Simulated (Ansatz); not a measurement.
`N=C(Cl)Br` + H₂ → `N=CBr` + HCl at 600 K and 1 bar (hydrogenolysis of a C–Cl bond).

Isolated molecules relaxed with PBE0-D4/def2-TZVP in Ansatz; ΔE leaves out vibrations. CBS: MP2 limit from def2 TZ/QZ plus the TZ coupled-cluster correction, frozen cores. This one scheme is used for every species. For Br outer-core shells are correlated without core-valence functions, which leaves a few kJ/mol of doubt a bond. Scalar relativity is left out up to krypton. One conformer a species, not always the lowest.

```json
{"species": "`N=C(Cl)Br`", "CCSD(T)/CBS energy (Eh)": "-3126.42304", "H − E (kJ/mol)": "94.4", "S (J/(mol·K))": "353.6"}
{"species": "H₂", "CCSD(T)/CBS energy (Eh)": "-1.17544", "H − E (kJ/mol)": "43.9", "S (J/(mol·K))": "150.8"}
{"species": "`N=CBr`", "CCSD(T)/CBS energy (Eh)": "-2667.24523", "H − E (kJ/mol)": "111.4", "S (J/(mol·K))": "313.7"}
{"species": "HCl", "CCSD(T)/CBS energy (Eh)": "-460.38127", "H − E (kJ/mol)": "35.4", "S (J/(mol·K))": "207.2"}
```

H − E and S are ideal-gas, rigid-rotor, harmonic terms from PBE0-D4/def2-TZVP, for one conformer and one mirror image of each species. The MP2-based limit puts H₂ 0.8 mEh under its directly extrapolated value; such offsets cancel only in part. 1 Eh = 2625.50 kJ/mol, R = 8.31446 J/(mol·K).

Task: By hand: ΔE, ΔH, ΔS and ΔG.

Result: ΔE = (-2667.24523) + (-460.38127) − (-3126.42304) − (-1.17544) = -0.02802 Eh = -73.6 kJ/mol. Δ(H − E) = 111.4 + 35.4 − 94.4 − 43.9 = 8.5, so ΔH = -65.1 kJ/mol. ΔS = 313.7 + 207.2 − 353.6 − 150.8 = 16.5 J/(mol·K). ΔG = -65.1 − 600 × (16.5)/1000 = -75.0 kJ/mol.

Task: By hand: the equilibrium constant, and the temperature at which ΔG would vanish if ΔH and ΔS stayed fixed.

Result: log₁₀ K = −ΔG/(RT ln 10) = 6.5. ΔH and −TΔS have one sign here, so there is no such temperature.

ΔH outweighs TΔS. A doubt of 5 kJ/mol in ΔE shifts log₁₀ K by 0.4 here. Other conformers and mirror images would add mixing entropy, several J/(mol·K) or more a flexible species. These are equilibria of isolated gas molecules and say nothing of rates. Largest T1 diagnostic: 0.011 (customary marks: 0.02 for closed shells, 0.045 for open ones).
